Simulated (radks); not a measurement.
Results of a calculation; reference values are marked as such.
Task: The mean radii <r> (bohr) of the occupied orbitals of an atom or ion are listed with their occupations. Code: a radial shooting solver on a logarithmic mesh with Libxc functionals. Model: non-relativistic Kohn-Sham, r2SCAN, spin-polarised, spherical densities, point nucleus; meta-GGA in the generalised Kohn-Sham scheme.

orbital  occ.      <r>
1s          2  0.07738
2s          2   0.3655
2p          6   0.3282
3s          2    1.163
3p          6    1.272
4s          2    4.095

Name the element and its charge. Open shells, if any, are filled with parallel spins first.

Result: Z = 20, calcium, charge 0: Ca in [Ar] 4s2. The 1s radius gives Z: for a bare nucleus <r> = 1.5/Z, 0.075 bohr for Z = 20, and screening makes it slightly larger (0.07738 here). The occupations add up to 20, and the charge is Z minus that.
